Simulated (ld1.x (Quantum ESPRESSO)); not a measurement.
## Reading a pseudo-wave (Li (Z = 3))

Columns: radius, all-electron u(r) and pseudo u(r) of the 2s shell (level -2.88 eV) of lithium in the configuration [He] 2s1 2p0; LDA (PZ), scalar-relativistic, ultrasoft scheme, ld1.x (Quantum ESPRESSO) 7.5.

| r (bohr) | all-electron | pseudo |
| --- | --- | --- |
| 0.210 | 0.1796 | -0.0518 |
| 0.420 | 0.1741 | -0.1032 |
| 0.630 | 0.0986 | -0.1539 |
| 0.840 | 0.0011 | -0.2032 |
| 1.050 | -0.0974 | -0.2509 |
| 1.260 | -0.1879 | -0.2962 |
| 1.470 | -0.2667 | -0.3388 |
| 1.680 | -0.3333 | -0.3780 |
| 1.890 | -0.3879 | -0.4132 |
| 2.100 | -0.4313 | -0.4439 |
| 2.310 | -0.4644 | -0.4695 |
| 2.520 | -0.4882 | -0.4897 |
| 2.730 | -0.5037 | -0.5039 |
| 2.940 | -0.5120 | -0.5120 |
| 3.150 | -0.5141 | -0.5141 |
| 3.360 | -0.5109 | -0.5109 |
| 3.570 | -0.5032 | -0.5032 |
| 3.780 | -0.4920 | -0.4920 |
| 3.990 | -0.4778 | -0.4778 |
| 4.200 | -0.4615 | -0.4615 |
| 4.410 | -0.4434 | -0.4434 |
| 4.620 | -0.4241 | -0.4241 |
| 4.830 | -0.4040 | -0.4040 |
| 5.040 | -0.3834 | -0.3834 |
| 5.250 | -0.3627 | -0.3627 |
| 5.460 | -0.3420 | -0.3420 |

**Question.** How many radial nodes do the two functions have?

**Answer.** The all-electron 2s function has n − l − 1 = 1; the pseudo-wave has 0, since the states of the same l below it are removed with the core.

**Question.** At about which radius was the pseudo-wave matched?

**Answer.** 2.95 bohr. The columns agree to 0.0005 from 2.73 bohr on; several derivatives are matched, so the curves merge somewhat inside the radius.

**Question.** Is the pseudo-wave norm-conserving?

**Answer.** No, it belongs to an ultrasoft set: the norm inside the radius is not constrained, and the difference is carried by the augmentation charge.
